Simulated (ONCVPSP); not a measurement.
**An all-electron radial function and its pseudo partner (rubidium (Rb))**

Columns: radius, all-electron u(r) and pseudo u(r) of the 4s shell (level -31.89 eV) of rubidium in the configuration [Ar] 3d10 4s2 4p6 5s1; PBE, scalar-relativistic, ONCV scheme, ONCVPSP 4.0.1.

```csv
r (bohr),all-electron,pseudo
0.148,0.2594,0.1706
0.295,-0.3563,0.3321
0.443,-0.4342,0.4793
0.590,-0.0805,0.6044
0.738,0.3387,0.7044
0.885,0.6582,0.7754
1.033,0.8518,0.8175
1.180,0.9356,0.8309
1.328,0.9399,0.8184
1.475,0.8927,0.7842
1.623,0.8157,0.7327
1.770,0.7258,0.6697
1.918,0.6326,0.5992
2.065,0.5435,0.5264
2.213,0.4611,0.4540
2.360,0.3881,0.3860
2.508,0.3240,0.3236
2.655,0.2692,0.2692
2.802,0.2227,0.2226
2.950,0.1832,0.1832
3.098,0.1503,0.1503
3.245,0.1231,0.1231
3.393,0.1005,0.1005
3.540,0.0819,0.0819
3.688,0.0666,0.0666
3.835,0.0542,0.0542
```

Task: How many radial nodes do the two functions have?

Result: The all-electron 4s function has n − l − 1 = 3 (the table is too coarse to show those close to the nucleus); the pseudo-wave has 0, since the states of the same l below it are removed with the core.

Task: At about which radius was the pseudo-wave matched?

Result: 2.75 bohr. The columns agree to 0.0005 from 2.51 bohr on; several derivatives are matched, so the curves merge somewhat inside the radius.

Task: Is the pseudo-wave norm-conserving?

Result: Yes: the ONCV scheme keeps the norm inside the radius equal to the all-electron one, which fixes the energy derivative of the logarithmic derivative at the level.
